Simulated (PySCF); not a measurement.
TeBr4, SMILES Br[Te](Br)(Br)Br. Atoms are numbered in the order given.

```xyz
5

Te     0.0000     0.0000     0.4729
Br     1.9587     0.0000    -1.1598
Br     0.0000     2.6369     0.8085
Br    -1.9587     0.0000    -1.1598
Br     0.0000    -2.6369     0.8085
```

Coordinates come from a PBE-D3(BJ)/def2-SVP optimisation. The def2 effective core potentials stand for the cores of Te; spin–orbit coupling is left out.

These are HF/def2-TZVP run with PySCF values and carry that method's errors.

ESP charges are fitted to the potential on shells at 1.4 to 2.0 van der Waals radii. Atomic charges (e):

| atom | ESP fit | Löwdin |
|---|---|---|
| Te1 | (withheld) | 0.51 |
| Br2 | (withheld) | 0.01 |
| Br3 | (withheld) | -0.26 |
| Br4 | (withheld) | 0.01 |
| Br5 | (withheld) | -0.26 |

What belongs in the gaps? (Estimate from the structure and the level; the computed values follow.)


- Te1, ESP fit: 0.59
- Br2, ESP fit: -0.02
- Br3, ESP fit: -0.28
- Br4, ESP fit: -0.02
- Br5, ESP fit: -0.28

Computed Mayer and Wiberg (Löwdin basis) orders of the bonds:
| bond | Mayer | Wiberg |
|---|---|---|
| Te1–Br2 | 1.08 | 1.44 |
| Te1–Br3 | 0.84 | 1.26 |
| Te1–Br4 | 1.08 | 1.44 |
| Te1–Br5 | 0.84 | 1.26 |
